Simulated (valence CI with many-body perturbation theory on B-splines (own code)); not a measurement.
## Questions on Er27+

Computed by configuration interaction combined with many-body perturbation theory (CI+MBPT): five valence electrons over a frozen Dirac-Fock core [Kr], a basis of 7 s, 7 p, 8 d, 6 f, 4 g, 1 h functions for each j, with the one-electron correlation potential Σ1 (screened to all orders), the two-electron term Σ2, the three-electron term Σ3, Breit, model QED; selected single and double excitations, second order for the rest, scaled by the run's own slope (own B-spline code, finite nucleus).

No measured spectrum was set against this ion. As an estimate, large intervals hold to a few tenths of a per cent, small ones and those within an open d or f shell to about a per cent. The list stops below the first excitations out of the core.

Levels are named by their leading jj configuration (3d3/2^4 stands for four electrons in 3d with j = 3/2), which in mixed levels can hold well under half, so a name can repeat and another be missing.

Rates and lifetimes use the calculated energies. Strong lines usually hold to 10 to 20 %, long lifetimes can be off by a factor of two.

Question: What is the ground level?

Answer: (4d3/2^4 4d5/2) J=5/2, composition 30 % 4d5 4P + 29 % 4d5 6S + 16 % 4d5 2D, g = 1.512.

Question: How well does LS coupling describe the low levels?

Answer: Among the lowest 20 levels the leading LS term, summed over configurations, holds 49 % on average. For single configurations the figures are 49 % in LS and 88 % in jj coupling. Terms mix most in the J = 5/2 level at 0.000 eV, where the leading one holds 31 %.

Question: What is the ionisation energy?

Answer: 990.01 eV; NIST lists 989 ± 4 eV (theoretical).
